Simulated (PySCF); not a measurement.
CH8O3Si2, SMILES CO[Si@@H](O)[SiH2]O.

Coordinates come from a PBE0-D3(BJ)/def2-SVP optimisation. The structure was generated by enumeration; whether it is a known compound was not checked. One conformer was computed; it need not be the lowest.

Two levels are set side by side: PBE/def2-TZVP (PySCF) and ωB97X/def2-TZVP (PySCF). Same geometry, gas phase. Differences are taken from unrounded values.

| quantity | ωB97X |
|---|---|
| orbital gap (eV) | 11.78 |
| highest occupied level (eV) | -10.15 |
| lowest empty level (eV) | 1.63 |
| dipole moment (D) | 1.83 |
| mean polarisability (bohr³) | 73.7 |

Task: What does PBE give, and how far is it from ωB97X? (Estimate from the structure and the level; the computed values follow.)

Result: 
```
quantity                       PBE  PBE minus ωB97X
---------------------------  -----  ---------------
orbital gap (eV)              5.30            -6.48
highest occupied level (eV)  -6.57             3.58
lowest empty level (eV)      -1.26            -2.89
dipole moment (D)             1.83             0.01
mean polarisability (bohr³)   78.7              5.0
```

PBE's occupied levels lie high since its potential decays too fast outside the molecule; exact exchange lowers them and widens the gap. Loosely held outer electrons make PBE densities more polarisable. Differences between two approximate levels are no errors against the true value.

Rough cost on one machine, each run with all the roots and properties that it gave: ωB97X against PBE within a factor of 2.
